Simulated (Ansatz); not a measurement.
CH3O2 (SMILES O=C[OH2+]) moved off its minimum; all values from Ansatz (a first-principles code), cores frozen in correlated methods.
(charge 1, multiplicity 1)
```xyz
6

O      0.93052     0.81958    -0.27648
C      0.61428    -0.13878     0.26769
O     -1.02826    -0.34765    -0.03621
H      0.82287    -1.03424     0.85019
H     -1.69391    -0.92794     0.52963
H     -1.66224     0.25317    -0.48625
```

Question: Give the forces (eV/Å), the total energy and the dipole at CCSD(T)/cc-pVTZ.

Answer: 
```tsv
atom	Fx	Fy	Fz
O1	1.103	-0.586	0.670
C2	-0.554	1.259	-0.984
O3	-4.008	-2.455	1.754
H4	0.288	0.218	-0.012
H5	2.191	1.219	-1.290
H6	0.980	0.346	-0.138
```
Energy -189.7527 hartree.
